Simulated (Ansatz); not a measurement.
A short molecular-dynamics run on `CC[SiH2]CO`.

```yaml
crystal:
  periodic: [false, false, false]
  atoms:
    - {symbol: C, position_ang: [-1.584893, -0.476814, -0.832009]}
    - {symbol: C, position_ang: [-0.150380, -0.998225, -0.812662]}
    - {symbol: Si, position_ang: [0.777253, -0.615743, 0.777100]}
    - {symbol: C, position_ang: [0.831038, 1.257948, 1.052119]}
    - {symbol: O, position_ang: [1.349675, 1.960424, -0.073812]}
    - {symbol: H, position_ang: [-1.625598, 0.611173, -0.724872]}
    - {symbol: H, position_ang: [-2.172671, -0.899285, -0.013010]}
    - {symbol: H, position_ang: [-2.094347, -0.728429, -1.765595]}
    - {symbol: H, position_ang: [0.421203, -0.589595, -1.654367]}
    - {symbol: H, position_ang: [-0.138916, -2.083817, -0.956329]}
    - {symbol: H, position_ang: [0.082315, -1.251986, 1.935134]}
    - {symbol: H, position_ang: [2.163121, -1.153649, 0.695435]}
    - {symbol: H, position_ang: [-0.157862, 1.641249, 1.342355]}
    - {symbol: H, position_ang: [1.498955, 1.485675, 1.887160]}
    - {symbol: H, position_ang: [0.779304, 1.790376, -0.827247]}
basis:
  gaussian: {orbitals: "6-31G*"}
hamiltonian: {xc: {name: r2SCAN}, dispersion: d3bjatm}
md: {timestep: 1 fs, n_steps: 50, ensemble: nvt_langevin, temperature: 700, initial_velocities: maxwell_boltzmann, friction: 0.01, seed: 622}
```

```sh
$ ansatz run in.yaml --threads 4 --pin off --events-out ev --progress --plain --max-ram 10444MiB
```

```csv
step,time (fs),potential energy (eV),kinetic (eV),T (K),conserved (eV)
0,0.0,-13193.9536,1.2667,653,–
1,1.0,-13193.8235,1.1076,571,–
2,2.0,-13193.5562,0.7947,410,–
3,3.0,-13193.3407,0.5751,297,–
4,4.0,-13193.2398,0.5267,272,–
5,5.0,-13193.2020,0.5046,260,–
6,6.0,-13193.2021,0.4938,255,–
7,7.0,-13193.2699,0.5745,296,–
8,8.0,-13193.4260,0.6743,348,–
9,9.0,-13193.6138,0.8781,453,–
10,10.0,-13193.7219,0.9812,506,–
11,11.0,-13193.6374,1.0551,544,–
12,12.0,-13193.3947,0.8076,417,–
13,13.0,-13193.2597,0.6977,360,–
14,14.0,-13193.3166,0.7515,388,–
15,15.0,-13193.4196,0.7966,411,–
16,16.0,-13193.4321,0.8337,430,–
17,17.0,-13193.3365,0.7152,369,–
18,18.0,-13193.2221,0.5587,288,–
19,19.0,-13193.1685,0.5383,278,–
20,20.0,-13193.1768,0.5167,266,–
21,21.0,-13193.2297,0.4946,255,–
22,22.0,-13193.3332,0.5953,307,–
23,23.0,-13193.4652,0.7451,384,–
24,24.0,-13193.5379,0.8720,450,–
25,25.0,-13193.4935,0.8433,435,–
26,26.0,-13193.3906,0.7452,384,–
27,27.0,-13193.2673,0.6282,324,–
28,28.0,-13193.1711,0.5760,297,–
29,29.0,-13193.1761,0.6116,315,–
30,30.0,-13193.2792,0.6674,344,–
31,31.0,-13193.4028,0.7357,379,–
32,32.0,-13193.4731,0.8126,419,–
33,33.0,-13193.4850,0.8638,445,–
34,34.0,-13193.4464,0.8204,423,–
35,35.0,-13193.3755,0.8689,448,–
36,36.0,-13193.2966,0.7029,363,–
37,37.0,-13193.2632,0.6790,350,–
38,38.0,-13193.2766,0.7024,362,–
39,39.0,-13193.3330,0.7085,365,–
40,40.0,-13193.4052,0.7366,380,–
41,41.0,-13193.4311,0.7411,382,–
42,42.0,-13193.3859,0.7665,395,–
43,43.0,-13193.3253,0.7463,385,–
44,44.0,-13193.3499,0.7429,383,–
45,45.0,-13193.4326,0.9305,480,–
46,46.0,-13193.4504,0.9252,477,–
47,47.0,-13193.3819,0.8403,433,–
48,48.0,-13193.2747,0.7596,392,–
49,49.0,-13193.2249,0.7139,368,–
50,50.0,-13193.2582,0.7551,389,–
```

Velocities are drawn at the set temperature; a run this short doesn't reach equilibrium.

Frames (Å, forces in eV/Å):

```xyz
15
time=0.0 fs
C    -1.585   -0.477   -0.832   -0.083    0.027    0.002
C    -0.150   -0.998   -0.813    0.113   -0.045    0.013
Si    0.777   -0.616    0.777    0.077   -0.060    0.101
C     0.831    1.258    1.052   -0.152   -0.150    0.102
O     1.350    1.960   -0.074    0.557    0.299    0.068
H    -1.626    0.611   -0.725    0.007    0.161    0.013
H    -2.173   -0.899   -0.013   -0.077   -0.059    0.109
H    -2.094   -0.728   -1.766   -0.077   -0.036   -0.135
H     0.421   -0.590   -1.654    0.064    0.057   -0.139
H    -0.139   -2.084   -0.956   -0.023   -0.145   -0.050
H     0.082   -1.252    1.935   -0.031   -0.061    0.056
H     2.163   -1.154    0.695    0.053   -0.022   -0.004
H    -0.158    1.641    1.342   -0.175    0.091    0.078
H     1.499    1.486    1.887    0.092    0.083    0.062
H     0.779    1.790   -0.827   -0.344   -0.141   -0.276
15
time=4.0 fs
C    -1.561   -0.462   -0.851   -2.431    0.848   -1.047
C    -0.185   -0.994   -0.842    1.937   -0.930    1.612
Si    0.767   -0.616    0.779   -0.998   -0.893    1.757
C     0.877    1.268    1.074   -0.588   -0.256   -0.313
O     1.345    1.954   -0.089    0.203   -0.433   -1.074
H    -1.686    0.628   -0.636    0.632   -0.297   -0.783
H    -2.238   -0.809   -0.082    0.177   -0.964    0.720
H    -2.134   -0.734   -1.786    0.612    0.605    0.505
H     0.489   -0.669   -1.621    0.004    0.639   -0.794
H    -0.071   -2.092   -0.916   -0.669    0.072   -0.052
H    -0.065   -1.342    2.106    1.197    0.982   -1.854
H     2.177   -1.157    0.725   -0.368    0.020   -0.035
H    -0.092    1.726    1.273   -0.405   -0.200    0.837
H     1.555    1.447    1.911    0.097    0.347   -0.026
H     0.747    1.645   -0.814    0.600    0.460    0.547
15
time=8.0 fs
C    -1.563   -0.443   -0.889   -1.437   -0.352    1.829
C    -0.191   -0.998   -0.856    3.113    0.135    0.271
Si    0.752   -0.615    0.787   -0.522   -0.433    0.998
C     0.914    1.278    1.085   -1.180    0.473   -0.118
O     1.348    1.944   -0.122    0.874   -0.287    0.559
H    -1.593    0.611   -0.673    0.091    0.881   -0.468
H    -2.247   -0.825   -0.075    0.893   -0.164   -0.411
H    -2.089   -0.693   -1.771   -0.629    0.087   -1.449
H     0.524   -0.663   -1.701   -1.252   -0.186    0.894
H    -0.107   -2.085   -0.891   -0.457   -0.349   -0.238
H    -0.046   -1.285    2.018    0.813    0.610   -1.203
H     2.168   -1.161    0.740   -0.486    0.040   -0.032
H    -0.062    1.800    1.318    0.658   -0.783    0.613
H     1.639    1.448    1.898   -0.159    0.270   -0.272
H     0.771    1.537   -0.764   -0.319    0.059   -0.975
15
time=12.0 fs
C    -1.587   -0.430   -0.917    0.577    0.711   -1.119
C    -0.166   -1.003   -0.864   -0.319   -0.095    1.342
Si    0.731   -0.615    0.806    2.039    2.325   -3.704
C     0.934    1.297    1.084    0.661   -0.519   -0.210
O     1.363    1.937   -0.155   -0.397   -0.822    0.429
H    -1.507    0.675   -0.779   -0.486   -0.523   -0.076
H    -2.146   -0.862   -0.107   -0.784   -0.066    0.369
H    -2.077   -0.632   -1.917    0.285    0.168    1.051
H     0.393   -0.640   -1.703    0.703    0.086   -0.709
H    -0.213   -2.099   -0.910    0.165   -0.054   -0.246
H     0.089   -1.178    1.819   -2.215   -1.886    3.361
H     2.094   -1.174    0.722    0.279   -0.174    0.015
H     0.030    1.777    1.431   -0.664    0.239    0.335
H     1.699    1.466    1.872   -0.173    0.049   -0.496
H     0.785    1.467   -0.785    0.330    0.560   -0.341
15
time=16.0 fs
C    -1.604   -0.416   -0.957    1.378    0.957   -0.147
C    -0.149   -1.006   -0.859   -1.051    0.949   -1.182
Si    0.720   -0.603    0.813   -0.210    0.249   -0.552
C     0.958    1.316    1.078   -1.109   -0.528   -0.445
O     1.380    1.928   -0.182   -0.266   -0.350    1.372
H    -1.496    0.700   -0.912   -0.526   -0.601    0.722
H    -2.140   -0.879   -0.124   -0.800    0.563   -0.267
H    -2.056   -0.531   -1.964   -0.019   -0.709    0.567
H     0.335   -0.566   -1.793    0.267   -0.932    1.139
H    -0.309   -2.094   -0.977    0.751    0.167   -0.070
H     0.015   -1.301    1.939   -0.109    0.213   -0.080
H     2.044   -1.214    0.723    0.601   -0.177    0.053
H     0.060    1.796    1.568    0.467   -0.127   -0.751
H     1.741    1.438    1.800    0.850    0.217    0.386
H     0.817    1.471   -0.810   -0.225    0.109   -0.743
15
time=20.0 fs
C    -1.600   -0.397   -0.994    0.368   -0.442    1.941
C    -0.150   -1.002   -0.857   -1.780    1.034   -0.322
Si    0.718   -0.590    0.812   -1.111   -1.181    1.188
C     0.972    1.326    1.064    1.157   -0.655    0.619
O     1.385    1.920   -0.195   -1.089   -0.688   -0.010
H    -1.559    0.680   -0.932   -0.053    0.728    0.667
H    -2.262   -0.826   -0.190    0.376    0.648   -0.676
H    -2.081   -0.521   -1.938   -0.221   -0.866   -1.078
H     0.334   -0.598   -1.746    0.882   -0.073   -0.028
H    -0.297   -2.061   -1.048    0.540   -0.521    0.264
H    -0.090   -1.416    2.096    0.989    1.380   -1.804
H     2.039   -1.243    0.761    0.342   -0.027    0.019
H     0.140    1.807    1.623    0.052    0.198   -0.703
H     1.876    1.450    1.740   -0.893   -0.192   -0.571
H     0.835    1.472   -0.885    0.442    0.657    0.494
15
time=24.0 fs
C    -1.600   -0.379   -1.004   -0.246    1.214   -1.068
C    -0.171   -0.998   -0.856   -0.737    0.462   -0.098
Si    0.712   -0.588    0.819   -0.429   -1.011    0.524
C     0.999    1.322    1.051    0.368   -1.092   -0.920
O     1.384    1.905   -0.208    0.266    0.434    0.371
H    -1.643    0.754   -0.884    0.464   -1.099   -0.330
H    -2.346   -0.696   -0.300   -0.098   -0.683    0.966
H    -2.109   -0.616   -1.985    0.852    0.261    0.542
H     0.453   -0.633   -1.685    0.101    0.328    0.051
H    -0.220   -2.074   -1.109    0.009    0.116    0.660
H    -0.017   -1.333    2.013    0.407    0.858   -0.932
H     2.056   -1.252    0.793   -0.038    0.164   -0.100
H     0.210    1.851    1.575   -0.545    0.366   -0.053
H     1.903    1.437    1.640    0.187   -0.073    0.521
H     0.893    1.529   -0.941   -0.563   -0.245   -0.133
15
time=28.0 fs
C    -1.597   -0.358   -1.014   -1.250   -0.522   -0.275
C    -0.207   -0.988   -0.857    2.213    0.563    0.100
Si    0.713   -0.585    0.820    1.620    0.893   -2.857
C     1.034    1.312    1.024   -1.416   -0.180   -0.200
O     1.383    1.882   -0.220    0.783    0.667   -1.178
H    -1.666    0.730   -0.869    0.656    0.087   -0.574
H    -2.419   -0.650   -0.306    1.085   -0.608    0.005
H    -2.027   -0.665   -1.992    0.200    0.609    0.160
H     0.600   -0.633   -1.624   -1.611    0.082    0.761
H    -0.124   -2.075   -1.077   -0.658    0.298    0.466
H     0.087   -1.155    1.876   -1.761   -1.270    2.726
H     2.089   -1.242    0.816   -0.424    0.258   -0.222
H     0.231    1.951    1.512    0.523   -0.836   -0.203
H     1.931    1.390    1.630    0.235    0.158    0.368
H     0.886    1.576   -1.005   -0.195   -0.200    0.923
15
time=32.0 fs
C    -1.606   -0.344   -1.024    0.162   -0.709    1.101
C    -0.219   -0.960   -0.851    1.318    0.141    2.057
Si    0.724   -0.578    0.811   -0.546   -0.227    0.442
C     1.050    1.293    1.009    1.206   -0.253    0.818
O     1.383    1.854   -0.234    1.297    0.605   -1.457
H    -1.623    0.737   -0.922    0.234    0.385   -0.147
H    -2.341   -0.711   -0.262    0.540   -0.023   -0.572
H    -1.918   -0.631   -2.002   -0.883    0.010   -0.954
H     0.558   -0.584   -1.501   -0.015    0.501   -1.082
H    -0.128   -2.045   -0.988   -0.590   -0.051   -0.027
H    -0.007   -1.096    2.028    0.087    0.013   -0.206
H     2.100   -1.194    0.826   -0.315   -0.036   -0.229
H     0.310    1.961    1.418   -0.842   -0.108    0.940
H     1.993    1.396    1.687   -1.418   -0.091   -1.057
H     0.784    1.589   -0.946   -0.234   -0.157    0.373
15
time=36.0 fs
C    -1.616   -0.344   -1.023    1.647    1.277   -2.025
C    -0.219   -0.936   -0.818    0.795    1.177    0.847
Si    0.732   -0.574    0.798   -2.071    0.219    2.332
C     1.065    1.280    1.004   -0.850    0.566    0.031
O     1.396    1.832   -0.268    0.579    0.100   -0.412
H    -1.532    0.792   -0.990   -0.540   -1.181    0.340
H    -2.198   -0.768   -0.247   -1.486   -0.036    0.559
H    -1.947   -0.581   -2.092   -0.061    0.066    1.523
H     0.497   -0.494   -1.515    0.102   -0.414   -0.671
H    -0.238   -2.000   -0.891    0.113   -1.034   -0.544
H    -0.076   -1.008    2.183    0.924    0.235   -1.711
H     2.069   -1.139    0.841    0.546   -0.643   -0.232
H     0.294    1.937    1.465   -0.010   -0.594    0.111
H     1.942    1.393    1.618    0.623    0.074    0.447
H     0.645    1.593   -0.813   -0.311    0.190   -0.592
15
time=40.0 fs
C    -1.609   -0.330   -1.026    0.371   -0.446    0.774
C    -0.211   -0.906   -0.773    0.270   -0.903   -1.922
Si    0.738   -0.570    0.793   -0.242    0.858    1.266
C     1.081    1.290    0.990    0.134   -0.452    0.220
O     1.407    1.816   -0.303   -2.050   -0.077   -0.831
H    -1.505    0.749   -1.018   -0.671    0.604    0.607
H    -2.208   -0.788   -0.204   -0.504    0.978   -0.740
H    -2.001   -0.545   -2.037    0.081   -0.457    0.446
H     0.433   -0.488   -1.612   -0.181   -0.995    0.708
H    -0.347   -2.025   -0.876    0.736    0.880   -0.191
H     0.022   -0.885    2.078   -0.065   -0.442   -0.225
H     2.075   -1.183    0.814    0.176   -0.469   -0.222
H     0.273    1.836    1.509    0.003    0.147   -0.196
H     1.974    1.410    1.596    0.279    0.086    0.304
H     0.522    1.638   -0.751    1.664    0.688    0.000
15
time=44.0 fs
C    -1.593   -0.316   -1.021   -0.612    0.886    1.895
C    -0.205   -0.885   -0.758   -0.696   -0.342   -1.490
Si    0.747   -0.560    0.799    2.015    1.086   -1.260
C     1.103    1.310    0.980    1.739   -1.063    0.538
O     1.409    1.803   -0.345    1.433    0.548    1.550
H    -1.568    0.783   -0.957   -0.274   -0.008   -0.042
H    -2.303   -0.674   -0.250    0.144    0.301   -0.027
H    -2.069   -0.581   -1.949    0.240   -0.287   -0.849
H     0.361   -0.622   -1.649    0.820    0.256   -0.033
H    -0.349   -1.940   -0.911    0.296   -1.100    0.278
H     0.081   -0.866    1.968   -1.418   -1.019    2.108
H     2.088   -1.259    0.787   -0.433   -0.035   -0.155
H     0.252    1.755    1.516    0.104    0.725   -0.263
H     2.062    1.445    1.618   -1.562    0.002   -0.924
H     0.583    1.778   -0.774   -1.795    0.049   -1.327
15
time=48.0 fs
C    -1.584   -0.300   -0.997   -1.994    1.256    0.013
C    -0.205   -0.869   -0.766    0.090   -0.841   -1.214
Si    0.768   -0.545    0.802   -0.257   -0.162    1.315
C     1.142    1.325    0.973   -2.690   -0.943   -1.319
O     1.417    1.800   -0.379   -1.800    0.761   -0.612
H    -1.655    0.817   -0.907    0.472   -0.493   -0.759
H    -2.395   -0.522   -0.288    0.601   -0.735    0.707
H    -2.093   -0.656   -1.931    0.879    0.575    0.157
H     0.408   -0.709   -1.683    0.066    0.711    0.575
H    -0.295   -1.946   -0.904   -0.138   -0.645    0.598
H    -0.036   -0.974    2.111    0.634    0.186   -1.177
H     2.050   -1.332    0.746   -0.240    0.066   -0.027
H     0.235    1.762    1.505    0.989    0.224   -0.718
H     2.000    1.488    1.551    1.433    0.557    0.890
H     0.538    1.932   -0.902    1.955   -0.518    1.572
15
time=50.0 fs
C    -1.591   -0.287   -0.986   -2.053    0.188    0.124
C    -0.205   -0.860   -0.776    0.319   -2.272   -0.822
Si    0.780   -0.537    0.803   -0.976   -0.625    1.511
C     1.157    1.324    0.963   -2.226   -0.606   -1.630
O     1.420    1.801   -0.396   -0.519    0.482   -0.068
H    -1.678    0.804   -0.933    0.602    0.320   -0.698
H    -2.415   -0.489   -0.253    1.090   -0.745    0.229
H    -2.068   -0.674   -1.916    0.529    0.560    0.108
H     0.449   -0.691   -1.676   -0.402    0.510    0.707
H    -0.288   -2.012   -0.885   -0.019    1.382    0.574
H    -0.074   -1.033    2.148    1.022    0.543   -1.655
H     2.021   -1.360    0.717    0.016    0.033    0.029
H     0.278    1.788    1.465    0.363    0.277   -0.363
H     2.009    1.547    1.527    1.504    0.413    0.927
H     0.584    1.989   -0.902    0.750   -0.461    1.025
```

Hardware: 4 threads of an AMD EPYC 7B13 on a shared host. Wall time 77 s, peak host memory 0.62 GiB.
